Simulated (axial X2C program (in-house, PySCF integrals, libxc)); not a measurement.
Which molecule has these constants?

All values come from calculations with an in-house all-electron X2C program for linear molecules (integrals from PySCF), spin-free (one-electron X2C) or two-component (2c: spin–orbit coupling with atomic mean-field Coulomb and Gaunt terms, which also bring small scalar terms), in Dyall basis sets with cores contracted in-house; open shells are unrestricted.

A two-component CCSD(T) calculation in a Dyall 3-zeta basis gave Re = 2.397 Å, ωe = 340.2 cm⁻¹, Ω = 1/2.

**Question.** Which molecule is it?
A. GeCl
B. CCl
C. SiCl
D. SnCl
E. PbCl

**Answer.** D. The others have PbCl 2.511 Å and 293.3 cm⁻¹ (Ω = 1/2); SiCl 2.089 Å and 522.5 cm⁻¹ (Ω = 1/2); CCl 1.662 Å and 867.9 cm⁻¹ (Ω = 1/2); GeCl 2.194 Å and 394.3 cm⁻¹ (Ω = 1/2).

Frozen shells (counts by l): SnCl Sn 4s3p2d, Cl 2s1p, 11 electrons correlated; PbCl Pb 5s4p3d1f, Cl 2s1p, 11 electrons correlated; SiCl Cl 2s1p, Si 2s1p, 11 electrons correlated; CCl Cl 2s1p, C 1s, 11 electrons correlated; GeCl Ge 3s2p1d, Cl 2s1p, 11 electrons correlated. Coupled cluster in natural virtuals with an MP2 remainder. Where the outer core of a metal is frozen, bonds come out longer and ionisation energies lower.

Each entry is the lowest single determinant of a limited PBE0 search at one distance. De goes to single-determinant-based atoms at the same level (for ions the charge split of lowest energy) and is withheld (n/a) where an atom does not fit its ground term or J level. Main or longest-lived isotopes. Some light 2c atoms are not at their ground J level, so De misses part of their lowering (0.04 eV or less).
